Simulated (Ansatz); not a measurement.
Stepwise reaction of `[SiH3][O][InH][O][SiH3]` with hydrogen, as a gas-phase model of exchange steps in deposition or etching. ΔE in kJ/mol; ΔG adds harmonic PBE0-D4 terms to CCSD(T)/CBS, at 1 bar.

Computed with Ansatz on PBE0-D4/def2-TZVP structures; ΔE is electronic, products minus reactants. CBS: MP2 limit from def2 TZ/QZ plus the TZ coupled-cluster correction, frozen cores. This one scheme is used for every species. DFT in def2-TZVPP. B3LYP here is the variant with VWN-RPA as its local correlation; programs differ in this. Elements past krypton have def2 core potentials. For In outer-core shells are correlated without core-valence functions, which leaves a few kJ/mol of doubt a bond. One conformer a species, not always the lowest.

| step | reaction | PBE-D4 | B3LYP-D4 | ωB97M-V | CCSD(T)/CBS | ΔG(500 K) |
| --- | --- | --- | --- | --- | --- | --- |
| 2 | `[SiH3][O][InH2]` + H₂ → `[InH3]` + `O[SiH3]` | 42.3 | 44.7 | 38.9 | 53.0 | 55.1 |

Task: Give the row of step 1, `[SiH3][O][InH][O][SiH3]` + H₂ → `[SiH3][O][InH2]` + `O[SiH3]`. (Estimate.)

Result: Ansatz gave: 
```csv
step,reaction,PBE-D4,B3LYP-D4,ωB97M-V,CCSD(T)/CBS,ΔG(500 K)
1,`[SiH3][O][InH][O][SiH3]` + H₂ → `[SiH3][O][InH2]` + `O[SiH3]`,26.4,31.1,26.6,38.8,25.9
```

Task: By hand: ΔE of the 2 steps together at CCSD(T)/CBS.

Result: (38.8) + (53.0) = 91.8 kJ/mol, or 45.9 kJ/mol a step.

In ΔE each step is higher than the one before. All are uphill at CCSD(T)/CBS. ΔG lies between 25.9 and 55.1 kJ/mol a step. PBE-D4 differs from CCSD(T)/CBS by -12.4 to -10.7 kJ/mol a step. Isolated molecules leave out the surface, adducts and barriers. Largest T1 diagnostic: 0.015.
